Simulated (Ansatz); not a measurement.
Reactions of CH5ClSSn, SMILES `C[S][SnH2][Cl]`.

Computed with Ansatz on PBE0-D4/def2-TZVP structures; ΔE is electronic, products minus reactants. CBS: MP2 limit from def2 TZ/QZ plus the TZ coupled-cluster correction, frozen cores. This one scheme is used for every species, atoms too. DFT in def2-TZVPP. Open shells (•) are unrestricted, without spin–orbit coupling. Spin–orbit coupling would lower the free atoms: a little for C, Cl, S; strongly for Sn. Elements past krypton have def2 core potentials. Bonds to In, Sn are less sure, by a few kJ/mol each and by 10 to 20 or more in all where they break to atoms, as the def2 sets lack core-valence functions. Each species was taken in one conformer, which may not be the lowest.

```csv
reaction,HF/CBS(def2) (kJ/mol),PBE0-D4 (kJ/mol),ωB97X-V (kJ/mol),ωB97M-V (kJ/mol),CCSD(T)/CBS(def2) (kJ/mol)
`C[S][SnH2][Cl]` + H₂S → `[SH][SnH2][Cl]` + CH₃SH,-8,0,-1,-1,2
`C[S][SnH2][Cl]` → C• + Cl• + 5 H• + S• + Sn•,1979,2724,2751,2737,2746
`C[S][SnH2][Cl]` + `[OH][Al]([F])[Cl]` → `C[O][Al]([F])[Cl]` + `[SH][SnH2][Cl]`,28,46,41,44,49
`C[S][SnH2][Cl]` → `[CH2]` (triplet) + `[SH][SnH2][Cl]`,271,421,432,424,424
`C[S][SnH2][Cl]` + `BNB` → `BN(B)C` + `[SH][SnH2][Cl]`,20,24,21,22,23
`C[S][SnH2][Cl]` + `CC#N` → `N#[C][SnH2][Cl]` + `CSC`,82,94,83,83,84
`C[S][SnH2][Cl]` + `C[CH2][InH][NH2]` → `C[S][SnH3]` + `C[CH2][In]([NH2])[Cl]`,-40,-34,-34,-33,-34
`C[S][SnH2][Cl]` → Cl• + `C[S][SnH2]`•,291,386,398,393,403
`C[S][SnH2][Cl]` + H₂ → `C[S][SnH3]` + HCl,73,78,78,79,83
`C[S][SnH2][Cl]` + `CC(Cl)Cl` → `C[S][SnH]([Cl])[Cl]` + `CCCl`,-175,-158,-157,-157,-162
```

Largest T1 diagnostic: 0.016, for `C[S][SnH2]`•.
